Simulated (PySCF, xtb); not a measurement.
CH4S2Zn, SMILES C[S][Zn][SH]. Other conformers were not sampled.

Harmonic wavenumbers (cm⁻¹) from GFN2-xTB run with xtb at its own minimum, in rising order: 45, 51, 60, 128, 158, 244, 303, 546, 713, 938, 950, 1319, 1432, 1450, 2512, 2985, 3024, 3049.

### Question
What does PBE0-D3(BJ)/def2-SVP (PySCF 2.14.0) give at its own minimum? (An estimate is asked for; the answer gives what the named calculation found.)

### Answer
68, 85, 99, 128, 176, 330, 462, 624, 724, 954, 971, 1336, 1455, 1456, 2704, 3066, 3176, 3178. Paired by order, the mean absolute difference is 60 cm⁻¹ and the zero-point energies are 28.5 and 30.0 kcal/mol.
